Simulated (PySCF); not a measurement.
**Electron correlation in Be (beryllium, neutral)**

[He] 2s2, closed-shell 1S. Computed with PySCF 2.14 in aug-cc-pCVTZ-DK with one added diffuse shell each of s, p, d, f type (8s7p5d3f, 75 functions), with scalar relativity by spin-free X2C-1e. Frozen: nothing; 4 electrons correlated.

MP2 pair energies summed by pair of shells (mhartree):

```json
{"pair": "1s-1s", "energy": "-36.25", "share (%)": "52.1"}
{"pair": "2s-2s", "energy": "-28.76", "share (%)": "41.3"}
{"pair": "1s-2s", "energy": "-4.59", "share (%)": "6.6"}
```

Total MP2 correlation energy: -69.60 mhartree.

Same-spin part -1.20 and opposite-spin part -68.40 mhartree; SCS-MP2 scales them by 1/3 and 6/5 to -82.48 mhartree.

MP2 falls well short for the outer s pair, which is nearly degenerate with np².
